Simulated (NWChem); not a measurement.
C₂H₆F₂Si; SMILES C[SiH2]C(F)F

```xyz
11

C     -0.0051     1.7027     1.0643
Si     0.0033     0.9291    -0.6389
C      0.0019    -0.9817    -0.4148
F      1.0991    -1.3465     0.3074
F     -1.1024    -1.3461     0.2967
H     -0.8985     1.3801     1.6201
H     -0.0053     2.8016     1.0096
H      0.8832     1.3808     1.6286
H      1.2248     1.2909    -1.4199
H     -1.2104     1.2912    -1.4320
H      0.0063    -1.5736    -1.3494
```
Atoms are numbered in this order, from 1.

Level: PBE0/def2-SVP (NWChem), optimised geometry, unscaled harmonic frequencies. 

### Question
List the harmonic frequencies with IR intensities, and the thermochemistry.

### Answer
| frequency (cm⁻¹) | IR intensity (km/mol) |
|---|---|
| 69 | 0.8 |
| 129 | 4.4 |
| 139 | 0.3 |
| 225 | 0.9 |
| 366 | 16.9 |
| 497 | 10.2 |
| 546 | 8.0 |
| 631 | 19.2 |
| 669 | 30.7 |
| 697 | 1.4 |
| 789 | 27.5 |
| 882 | 25.8 |
| 906 | 178.7 |
| 946 | 83.3 |
| 1107 | 151.5 |
| 1144 | 87.5 |
| 1264 | 21.3 |
| 1334 | 38.9 |
| 1371 | 5.5 |
| 1426 | 4.9 |
| 1433 | 6.5 |
| 2235 | 83.4 |
| 2239 | 124.1 |
| 3061 | 38.1 |
| 3066 | 2.0 |
| 3175 | 0.2 |
| 3177 | 0.4 |

The zero-point energy is 47.9 kcal/mol and the thermal correction to the enthalpy at 298.15 K (with zero-point energy) is 52.9 kcal/mol. The heat capacity Cv comes out as 23.5 cal/(mol K) and the entropy at 298.15 K and 1 atm (symmetry number 1) is 82.3 cal/(mol K). The dipole moment is 1.49 D.

Rigid rotor and harmonic oscillator; modes under 100 cm⁻¹ make the entropy uncertain.
